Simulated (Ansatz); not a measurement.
Total energies of the cluster Si₅Cl₂ (the lowest singlet isomer of a short search) from Ansatz at PBE0-D4/def2-TZVPD, gas phase (1 Eh = 27.2114 eV = 2625.5 kJ/mol). The reference geometry is relaxed at r2SCAN-D4/def2-SVP.

Cartesian coordinates in Å:
```
Si -1.219 -1.122 1.439
Si -1.106 0.420 -0.393
Si 2.889 0.419 -0.588
Si 1.039 0.185 0.732
Si 0.839 0.666 -1.597
Cl -0.434 -2.840 0.436
Cl -2.008 2.271 -0.031
```

```csv
state,geometry,energy (Eh)
charge 0 singlet,reference,-2367.07250
charge -1 doublet,reference,-2367.15017
free Si atom (triplet),–,-289.24952
free Cl atom (doublet),–,-459.99797
```

Task: Work out the vertical electron affinity, to the doublet.

Result: E(charge 0 singlet) − E(charge -1 doublet) = -2367.07250 − (-2367.15017) = 0.07767 Eh = 2.11 eV.

Task: What is the binding energy per atom against free atoms?

Result: Atoms: 5 × (-289.24952) + 2 × (-459.99797) = -2366.24354 Eh. Binding: -2366.24354 − (-2367.07250) = 0.82896 Eh = 22.56 eV, or 3.22 eV for each of 7 atoms (no zero-point energy, no counterpoise term).

The restricted singlet is unstable towards broken spin symmetry in Hartree–Fock (as tested in another run); at PBE0-D4/def2-TZVPD this wasn't settled. 

The structure comes from a short search, and lower isomers may exist.
